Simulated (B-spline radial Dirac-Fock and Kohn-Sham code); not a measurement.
**Internal conversion coefficients of Ti at 54.8 keV**

Z = 22 (titanium), transition energy 54.8 keV. Calculated with a B-spline atomic structure program, using a Dirac-Hartree-Slater potential of the neutral atom with a Latter tail (no hole, which puts coefficients of high multipoles low close above an edge), finite nucleus with surface currents. Subshells that would emit electrons below 1 keV are left out.

| subshell | electron energy (keV) | E1 | E5 | M2 | M3 | M4 |
| --- | --- | --- | --- | --- | --- | --- |
| K | 49.83 | 0.167 | 11800 | 1.53 | 25.8 | 435 |
| L1 | 54.24 | 0.0140 | 875 | 0.149 | 2.73 | 50.3 |
| L2 | 54.34 | 0.000395 | 1760 | 0.0101 | 0.305 | 8.17 |
| L3 | 54.35 | 0.000721 | 2710 | 0.00971 | 0.586 | 23.1 |
| M1 | 54.73 | 0.00194 | 120 | 0.0209 | 0.387 | 7.20 |
| M2 | 54.76 | 5.11e-05 | 231 | 0.00132 | 0.0399 | 1.07 |
| M3 | 54.76 | 9.32e-05 | 355 | 0.00127 | 0.0773 | 3.07 |
| M4 | 54.79 | 2.30e-08 | 0.348 | 3.40e-07 | 2.81e-05 | 0.00162 |
| M5 | 54.79 | 3.37e-08 | 0.434 | 1.01e-07 | 1.03e-05 | 0.00121 |
| total |  | 0.185 | 17800 | 1.72 | 30.0 | 529 |

Q: For a pure M4 transition, what fraction of decays emits a photon?

A: 1/(1 + α) = 0.00189 with the total α = 529; the total includes the outer subshells that are not listed.
